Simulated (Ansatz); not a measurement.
`C[CH](C)[GeH3]` + `C#CCO` → `C#CCOC` + `C[CH2][GeH3]`  (substitution at a C–C bond)

Calculated with Ansatz (gas phase, PBE0-D4/def2-TZVP geometries, no zero-point term in ΔE). CCSD(T)/CBS is the MP2 limit (def2-TZVPP, def2-QZVPP) plus CCSD(T) − MP2 in def2-TZVPP, frozen cores. This one scheme is used for every species. Functionals use def2-TZVPP. For Ge outer-core shells are correlated without core-valence functions, which leaves a few kJ/mol of doubt a bond. Scalar relativity is left out up to krypton. Each species was taken in one conformer, which may not be the lowest.

`C[CH](C)[GeH3]`:

Z-matrix (Å, degrees):
```
C
C 1 1.523
H 1 1.093 2 112.1
H 1 1.095 2 110.8 3 120.3
H 1 1.094 2 111.2 3 -120.6
C 2 1.523 1 111.7 3 -177.9
Ge 2 1.969 1 110.8 3 58.1
H 2 1.096 1 108.8 3 -57.7
H 6 1.093 2 112.1 1 177.8
H 6 1.094 2 111.2 1 -61.6
H 6 1.095 2 110.8 1 57.5
H 7 1.541 2 110.7 1 -178.5
H 7 1.542 2 109.5 1 61.9
H 7 1.541 2 110.7 1 -57.7
```

`C#CCO`:

```xyz
8

C    -1.441    1.146   -0.337
C    -0.602    0.293   -0.241
C     0.425   -0.729   -0.079
O     1.653   -0.220    0.390
H    -2.183    1.903   -0.434
H     0.038   -1.518    0.581
H     0.635   -1.194   -1.046
H     1.475    0.319    1.166
```

`C#CCOC`:

Cartesian coordinates in Å:
```
C 1.551 1.337 2.040
C 0.766 0.777 1.329
C -0.208 0.098 0.491
O 0.332 -0.153 -0.780
C -0.589 -0.809 -1.609
H 2.253 1.835 2.666
H -0.509 -0.845 0.976
H -1.114 0.719 0.411
H -0.885 -1.783 -1.193
H -0.103 -0.968 -2.571
H -1.496 -0.207 -1.762
```

`C[CH2][GeH3]`:

Z-matrix (Å, degrees):
```
C
C 1 1.522
H 1 1.094 2 111.5
H 1 1.093 2 111.5 3 -120.0
H 1 1.093 2 111.5 3 120.0
Ge 2 1.960 1 113.0 3 180.0
H 2 1.093 1 110.8 3 -59.1
H 2 1.093 1 110.8 3 59.0
H 6 1.541 2 110.0 1 -59.6
H 6 1.541 2 110.0 1 59.6
H 6 1.540 2 111.1 1 -180.0
```

Task: Is it downhill or uphill in electronic energy at CCSD(T)/CBS, and by how much? (An estimate is asked.)

Result: The calculation gave: Uphill: ΔE = +10.9 kcal/mol.

Task: What do these levels give: revPBE-D4, PBE-QIDH, CAM-B3LYP, LC-ωPBE, HF/def2-TZVPP, MP2/def2-TZVPP? (Estimate.)

Result: Ansatz gave: revPBE-D4 10.2, PBE-QIDH 10.5, CAM-B3LYP 8.0, LC-ωPBE 9.7, HF/def2-TZVPP 6.8, MP2/def2-TZVPP 11.5 kcal/mol.

Largest T1 diagnostic among the species: 0.012.

Leaving LDA and LC-ωPBE aside and taking each functional with its dispersion term where it has one, the values, not all of them listed here, spread over 1.9 kcal/mol, from CAM-B3LYP-D4 to PBE-QIDH. LDA lies +1.1 kcal/mol from PBE without D4. In def2-TZVPP, CCSD(T) changes the Hartree–Fock value by +3.5 kcal/mol (the triples alone add +0.3 kcal/mol) and MP2 by +4.7 kcal/mol.
